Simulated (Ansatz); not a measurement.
Basis-set series for FH$_{2}$InSe (`[F][InH][SeH]`). Charge 0, multiplicity 1. In takes the def2 core potential. All single points use the PBE0-D4/def2-TZVP geometry. It is one conformer, not always the lowest.

| functional | basis | functions | energy (Eh) | HOMO (eV) | LUMO (eV) |
| --- | --- | --- | --- | --- | --- |
| PBE0-D4 | def2-SVP | 82 | -2692.02818 | -7.41 | -1.44 |
| PBE0-D4 | def2-QZVPP | 288 | -2692.52115 | -7.54 | -1.61 |
| ωB97M-V | def2-SVP | 82 | -2692.18729 | -9.51 | 0.16 |
| ωB97M-V | def2-QZVPP | 288 | -2692.68098 | -9.67 | -0.15 |

**Question.** Give the rows for def2-TZVPP. (An estimate is asked.)

**Answer.** Ansatz gave: 
| functional | basis | functions | energy (Eh) | HOMO (eV) | LUMO (eV) |
| --- | --- | --- | --- | --- | --- |
| PBE0-D4 | def2-TZVPP | 157 | -2692.46274 | -7.52 | -1.58 |
| ωB97M-V | def2-TZVPP | 157 | -2692.62439 | -9.65 | -0.08 |

Scalar relativity is left out up to krypton.
